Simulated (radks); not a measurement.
Effect of the nuclear size on the neon ion Ne+, [He] 2s2 2p5. Calculated with a radial shooting solver on a logarithmic mesh with Libxc functionals: Dirac Kohn-Sham, PBE, spin-unpolarised, spherical densities, finite nucleus; open shells are shared between the two j in proportion to 2j + 1; Fermi nuclear charge, rms radius 3.0055 fm. The rms radius is varied about that value; shifts are against it.

\begin{tabular}{lrrr}
rms radius (fm) & total energy shift (eV) & density at nucleus (e/bohr^3) & 1s1/2 shift (meV) \\ \hline
2.705 & -0.000227 & 650.6 & -0.093 \\
2.8342 & -0.000132 & 650.4 & -0.054 \\
3.0055 & 0 & 650.1 & 0.000 \\
3.1107 & 0.0000850 & 649.9 & 0.035 \\
3.6787 & 0.000594 & 649.2 & 0.242 \\
\end{tabular}

Slopes of the eigenvalues against <r^2> in GHz/fm^2, as finite differences over the two radii next to the reference (eigenvalue slopes, not the field-shift constants of lines): 1s1/2 13.0.
